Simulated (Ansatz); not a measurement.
Gas-phase electronic energies from Ansatz, PBE0-D4/def2-TZVP geometries. CCSD(T)/CBS adds triple-zeta CCSD(T) − MP2 to the extrapolated MP2 energy (def2 sets, frozen cores). Functionals use def2-TZVPP. B3LYP here is the variant with VWN-RPA as its local correlation; programs differ in this. HSE06 is defined as in plane-wave codes. For Br, Se outer-core shells are correlated without core-valence functions, which leaves a few kJ/mol of doubt a bond. Scalar relativity is left out up to krypton. Each species was taken in one conformer, which may not be the lowest.

Consider the ligand exchange at the Si–C bond: `[SiH3]C=[Se]` + `O[SiH](O)Br` → `O[SiH](Br)O[SiH3]` + `C=[Se]`.

| level | ΔE (kJ/mol) | difference from CCSD(T)/CBS |
| --- | --- | --- |
| LDA (SPW92) | -82.5 | 20.2 |
| PBE-D4 | -84.8 | 17.9 |
| revPBE-D4 | -84.8 | 17.9 |
| BLYP-D4 | -97.9 | 4.8 |
| r2SCAN-D4 | -97.5 | 5.2 |
| PBE0-D4 | -92.4 | 10.3 |
| B3LYP-D4 | -103.4 | -0.7 |
| r2SCANh-D4 | -99.0 | 3.7 |
| r2SCAN0-D4 | -101.2 | 1.5 |
| HSE06-D4 | -91.9 | 10.8 |
| BHLYP-D4 | -112.9 | -10.2 |
| CAM-B3LYP-D4 | -107.9 | -5.2 |
| ωB97M-V | -101.6 | 1.1 |
| PBE-QIDH | -98.7 | 4.0 |
| PBE | -83.2 | 19.5 |
| revPBE | -82.7 | 20.0 |
| BLYP | -95.3 | 7.4 |
| r2SCAN | -96.8 | 5.9 |
| PBE0 | -90.7 | 12.0 |
| B3LYP | -101.0 | 1.7 |
| r2SCANh | -98.2 | 4.5 |
| r2SCAN0 | -100.4 | 2.3 |
| HSE06 | -90.2 | 12.5 |
| BHLYP | -110.6 | -7.9 |
| CAM-B3LYP | -106.0 | -3.3 |
| LC-ωPBE | -97.6 | 5.1 |
| HF/def2-SVP | -115.9 | -13.2 |
| MP2/def2-SVP | -99.3 | 3.4 |
| CCSD/def2-SVP | -103.2 | -0.5 |
| CCSD(T)/def2-SVP | -100.9 | 1.8 |
| HF/def2-TZVPP | -122.7 | -20.0 |
| MP2/def2-TZVPP | -102.2 | 0.5 |
| SCS-MP2/def2-TZVPP | -106.7 | -4.0 |
| CCSD/def2-TZVPP | -106.5 | -3.8 |
| CCSD(T)/def2-TZVPP | -103.2 | -0.5 |
| HF/def2-QZVPP | -124.8 | -22.1 |
| MP2/def2-QZVPP | -102.7 | 0.0 |
| SCS-MP2/def2-QZVPP | -106.9 | -4.2 |
| HF/CBS(def2) | -125.1 | -22.4 |
| CCSD/CBS(def2) | -105.9 | -3.2 |
| CCSD(T)/CBS | -102.7 | 0 |

Largest T1 diagnostic among the species: 0.015.

In def2-TZVPP, CCSD(T) changes the Hartree–Fock value by +19.5 kJ/mol (the triples alone add +3.3 kJ/mol) and MP2 by +20.5 kJ/mol. Leaving LDA and LC-ωPBE aside and taking each functional with its dispersion term where it has one, the values spread over 28.1 kJ/mol, from BHLYP-D4 to PBE-D4.
